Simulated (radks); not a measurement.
Species: the hafnium ion Hf4+. Configuration: [Kr] 4d10 4f14 5s1.5 5p6 5d0.5 (fractional occupations, a model configuration). All-electron calculation, scalar-relativistic Kohn-Sham, SCAN, spin-polarised, spherical densities, finite nucleus; open shells are filled with parallel spins first (spin-orbit coupling, left out, can overturn this in heavy ions); meta-GGA in the generalised Kohn-Sham scheme; Fermi nuclear charge, rms radius 5.347 fm. Program: a radial shooting solver on a logarithmic mesh with Libxc functionals.

Unscreened Slater integrals over Kohn-Sham orbitals (cm^-1). They are taken over the spin-up orbitals.

integral,value
"F0(5d,5d)",112100
"F2(5d,5d)",59536
"F4(5d,5d)",39706
"F0(5d,4f)",142110
"F2(5d,4f)",35583
"F4(5d,4f)",17311
"G1(5d,4f)",15507
"G3(5d,4f)",13053
"G5(5d,4f)",10060
"F0(5d,5p)",127030
"F2(5d,5p)",63256
"G1(5d,5p)",75310
"G3(5d,5p)",46755
"F0(5d,5s)",132110
"G2(5d,5s)",48468
"F0(4f,4f)",305490
"F2(4f,4f)",145330
"F4(4f,4f)",91197
"F6(4f,4f)",65614
"F0(4f,5p)",184520
"F2(4f,5p)",61015
"G2(4f,5p)",29338
"G4(4f,5p)",23132
"F0(4f,5s)",207020
"G3(4f,5s)",35480
"F0(5p,5p)",152450
"F2(5p,5p)",82596
"F0(5p,5s)",162670
"G1(5p,5s)",108990
"F0(5s,5s)",176010

Derived for the open shells (J is the average intra-shell exchange parameter used in DFT+U). 5d: Racah B = F2/49 - 5 F4/441 = 764.8 cm^-1, C = 35 F4/441 = 3151 cm^-1, C/B = 4.12, F4/F2 = 0.667, J = (F2 + F4)/14 = 7089 cm^-1.
